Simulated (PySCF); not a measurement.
C₆H₁₁BSi.
SMILES with atom numbers: `[CH3:1][B:2]([CH3:3])[C:4]1=[CH:5][SiH2:6][CH:7]=[CH:8]1` (hydrogens: H9, H10, H11 on C1; H12, H13, H14 on C3; H15 on C5; H16, H17 on Si6; H18 on C7; H19 on C8)

Torsions of this conformer, `[CH3:1][B:2]([CH3:3])[C:4]1=[CH:5][SiH2:6][CH:7]=[CH:8]1`: C1–B2–C4–C5 147°.

The closed-shell ground state was solved at several levels (PySCF, density fitting, gas phase, non-relativistic). Geometry: PBE0-D3(BJ)/def2-SVP; no solvent, vibrations or thermal averaging.

```
         level  basis functions  total energy (Eh)  HOMO (eV)  LUMO (eV)  gap (eV)  dipole (D)
 PBE0/pcSseg-1              198          -549.0865      -6.85      -2.00      4.85        0.45
B3LYP/pcSseg-1              198          -549.5723      -6.61      -2.15      4.46        0.40
```

Estimate the row for PBE0/def2-SVPD, a basis of 252 functions; the other rows only guide the guess.

Total energy -548.8670 Eh, HOMO -6.86 eV, LUMO -2.01 eV, gap 4.85 eV, dipole 0.54 D.

How far do the dipole and the HOMO energy spread over the levels?

The dipole runs from 0.40 to 0.54 D (mean 0.46 D) and the HOMO from -6.86 to -6.61 eV.
